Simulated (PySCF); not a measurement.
# Identify the compound

The spectra below were simulated for a compound C$_{8}$H$_{14}$.

¹H NMR (400 MHz, computed): δ 1.52 (m, 2H), 1.42 (m, 2H), 1.19 (m, 2H), 1.15 (m, 1H), 1.15 (m, 1H), 1.15 (m, 1H), 1.10 (m, 2H), 1.07 (m, 2H), 0.96 (m, 1H).

¹³C{¹H} NMR (computed): δ 36.6, 31.1, 30.7, 27.0, 18.4.

All values are calculated (PySCF 2.14): PBE0-D3(BJ)/def2-SVP structure, NMR shieldings at HF/pcSseg-1/GIAO. No solvent model, a single conformation, relativity neglected, rapidly exchanging positions averaged.

Shifts are taken against calculated references (same method and geometry level): ¹H (σ = 31.69 ppm), ¹³C (σ = 190.85 ppm) vs TMS.

Q: Propose a structure and justify it.

A: 
- Rings plus π bonds: 2 (2 rings in the answer).
- 5 carbon signals for 8 carbons: some carbons are equivalent by symmetry or fast rotation.
- Carbon types of the structure: 2 × CH, 6 × CH2, which accounts for all hydrogens.
- δC 36.6, 30.7, 27.0, 18.4: sp3 CH2 in a ring; aliphatic region, no heteroatom directly attached.
- δC 31.1: sp3 CH in a ring; saturated and bonded to C and H only.
- δH 1.52: hydrogen on an sp3 CH in a ring; far from electronegative atoms and π systems.
- δH 1.42, 1.19, 1.15, 1.15, 1.15, 1.10, 1.07, 0.96: hydrogen on an sp3 CH2 in a ring; far from electronegative atoms and π systems.

Structure: SMILES C1C[C@@H]2CC[C@H](C1)C2.

The data come from this structure; uniqueness wasn't tested.

Shifts are as computed. Against solution values, carbons near 30 ppm lie about -0 ppm off and those near 130 ppm about +7 ppm. Of 1211 compounds with measured shifts, 218 miss one by over three times the rms of a fit or turn the order of signals round; such compounds aren't used in these exercises. Multiplicities follow the n + 1 count of equivalent neighbours, as no J values were calculated; m marks all less simple cases, F and P coupling included.
